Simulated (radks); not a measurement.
Values are calculated unless marked as measured or tabulated.
Spin polarisation of the 5d1 shell in La2+. Start: [Xe] 5d(up 0.5, down 0.5); electrons of 5d are moved from spin down to spin up, other shells keep equal spins. Level of theory: non-relativistic Kohn-Sham, r2SCAN, spin-polarised, spherical densities, point nucleus; meta-GGA in the generalised Kohn-Sham scheme (a radial shooting solver on a logarithmic mesh with Libxc functionals).

| moment (Bohr magnetons) | E - E(0) (eV) | e(5d up) (eV) | e(5d down) (eV) | 5p down minus up (eV) | 5s down minus up (eV) | 4d down minus up (eV) |
|---|---|---|---|---|---|---|
| 0 | 0.000 | -14.779 | -14.779 | 0.000 | 0.000 | 0.000 |
| 0.25 | -0.016 | -14.905 | -14.640 | 0.156 | 0.115 | 0.016 |
| 0.5 | -0.066 | -15.021 | -14.483 | 0.313 | 0.231 | 0.032 |
| 0.75 | -0.152 | -15.129 | -14.293 | 0.472 | 0.348 | 0.048 |
| 1 | -0.279 | -15.235 | -14.010 | 0.636 | 0.467 | 0.063 |

At moment 1 the spin-polarisation energy is -0.279 eV and the 5d exchange splitting 1.224 eV, that is 1.224 eV per Bohr magneton; E = -I m^2/4 would give I = 1.116 eV.
